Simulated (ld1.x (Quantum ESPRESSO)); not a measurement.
**Gd: excitation energies, all-electron against RRKJ**

* Element: Gd
* Generator: ld1.x (Quantum ESPRESSO) 7.5
* Type: norm-conserving RRKJ (Kleinman–Bylander form)
* Functional: PBEsol
* Relativity: scalar-relativistic
* Frozen core: [Xe] 4f7
* Valence charge: 3
* Reference configuration: 5d1 6s0 6p0 (charge +2)
* Partial waves: 6p (bound, empty): rc 3.00 bohr; 5d (bound): rc 2.90 bohr; 6s (bound, empty): rc 2.30 bohr
* Local potential: the s channel
* Core correction: none
* rho0: 0.02

Energies are relative to the spin-unpolarised reference configuration 5d1 6s0 6p0; without spin polarisation the order of configurations can differ from experiment.

```csv
valence configuration,charge,ΔE all-electron (eV),error AE − PS (meV)
5d1 6s1.5 6p0,+0.5,-16.027,+485
5d2 6s1 6p0,0,-16.945,+423
5d1 6s1 6p1,0,-15.821,+461
5d0 6s2 6p1,0,-16.871,+1111
5d2 6s0 6p0,+1,-10.958,+150
```

Problem. What are ΔE and the potential's error for 5d1 6s1 6p0?

Solution. ΔE = -12.046 eV all-electron; the error (AE − PS) is +306 meV.

Problem. What are ΔE and the potential's error for 5d1 6s2 6p0?

Solution. ΔE = -18.719 eV all-electron; the error (AE − PS) is +635 meV.

Levels in the configuration 5d1 6s1 6p0:

```csv
level,all-electron (eV),pseudo (eV)
5d,-8.434,-8.457
6s,-9.296,-9.677
```

ld1.x printed “convergence not achieved” for 6 of the counted tests; their residual had stalled under 1e-8, short of the target of 1e-14.

Note: ghost states, extra bound levels that the all-electron valence spectrum of the same l lacks: p at -322.5 eV, s at -7.0 eV. A true bound ghost makes a file unfit for plane-wave use.
